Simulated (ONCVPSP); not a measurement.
## Before and after: ONCV potential for Mo

* Element: Mo (Z = 42)
* Generator: ONCVPSP 4.0.1
* Type: optimised norm-conserving Vanderbilt (ONCV)
* Functional: PBE
* Relativity: scalar-relativistic
* Frozen core: [Ar] 3d10
* Valence charge: 14
* Reference configuration: 4s2 4p6 4d4 5s2
* Partial waves: 4s+5s: rc 1.65 bohr, ncon 4, nbas 8, qcut 5.8 1/bohr, 2 projectors; 4p: rc 1.30 bohr, ncon 3, nbas 8, qcut 7.4 1/bohr, 2 projectors, debl 2.1 Ha; 4d: rc 2.10 bohr, ncon 3, nbas 8, qcut 7.8 1/bohr, 3 projectors, debl 0.6 Ha
* Local potential: polynomial inside 1.05 bohr (lpopt 5, dvloc0 6 Ha)
* Core correction: polynomial model core, fcfact 0.6

Change: s: qcut 8.6.

Cutoffs: the cutoffs (Ha) at which the residual kinetic energy of the hardest occupied pseudo-wave falls to 1 and 0.1 mHa per electron; they do not see the model core or the augmentation charge, which bear on the density cutoff. Errors are all-electron minus pseudo energies relative to the spin-unpolarised reference configuration.

**Question.** What does the change do?

**Answer.** The potential gets neither clearly harder nor softer (23 Ha and 54 Ha → 23 Ha and 54 Ha); of the 4 tests that both files solve, the error grows in 0 and shrinks in 4 by more than 15 % and 0.3 meV (median size 6.1 → 2.7 meV); neither file shows a bound ghost.

| quantity | base | changed |
| --- | --- | --- |
| cutoff, loose | 23 Ha | 23 Ha |
| cutoff, tight | 54 Ha | 54 Ha |
| loose cutoff by channel | s 15 Ha, p 23 Ha, d 18 Ha | s 23 Ha, p 23 Ha, d 18 Ha |
| bound ghosts | none | none |
| GHOST(+) flags under 300 eV | s at 172.3 eV | s at 254.0 eV |
| error for 4s2 4p6 4d5 5s1, meV [ΔE -0.20 eV] | -3.6 | -1.8 |
| error for 4s2 4p6 4d5 5s0, meV [ΔE 6.69 eV] | -8.5 | -3.5 |
| error for 4s2 4p6 4d4 5s0, meV [ΔE 22.15 eV] | -8.9 | -5.2 |
| error for 4s2 4p6 4d4 5s1 5p1, meV [ΔE 3.54 eV] | -1.1 | -0.6 |
| s: phases at 1.68 bohr within 0.05 rad from the reference energy up to (Ha; the scan ends near 5) | to the end of the scan | to the end of the scan |
| p: phases at 1.32 bohr within 0.05 rad from the reference energy up to (Ha; the scan ends near 5) | to the end of the scan | to the end of the scan |
| d: phases at 2.13 bohr within 0.05 rad from the reference energy up to (Ha; the scan ends near 5) | to the end of the scan | to the end of the scan |
| rms error of d²Exc/dni dnj with the model core, mHa | 1.50 | 0.50 |
